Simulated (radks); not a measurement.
Task: In3+, 46 electrons, occupied as [Kr] 4d10. Calculated with a radial shooting solver on a logarithmic mesh with Libxc functionals: Dirac Kohn-Sham, BLYP, spin-unpolarised, spherical densities, point nucleus. Some entries of the table are withheld. Estimate them.

orbital  occ.  eigenvalue (eV)  r(max) (bohr)  <r^2> (bohr^2)
1s1/2       2        -27771.23        0.01921        0.001194
2s1/2       2        -4182.141         0.1087         0.01941
2p1/2       2              (1)        0.08382         0.01445
2p3/2       4              (2)        0.08826         0.01576
3s1/2       2        -817.3628         0.3157          0.1390
3p1/2       2        -704.4792            (3)          0.1340
3p3/2       4        -666.3772            (4)          0.1427
3d3/2       4        -466.6096         0.2564          0.1236
3d5/2       6        -458.8022         0.2593          0.1262
4s1/2       2        -149.0497         0.7698          0.8132
4p1/2       2        -112.1549         0.7990          0.9260
4p3/2       4        -105.4661         0.8238          0.9891
4d3/2       4         -48.2799         0.9231           1.555
4d5/2       6         -47.3912         0.9331           1.594

Result: 
(1) 2p1/2 eigenvalue (eV): -3902.418
(2) 2p3/2 eigenvalue (eV): -3691.422
(3) 3p1/2 r(max) (bohr): 0.3020
(4) 3p3/2 r(max) (bohr): 0.3122
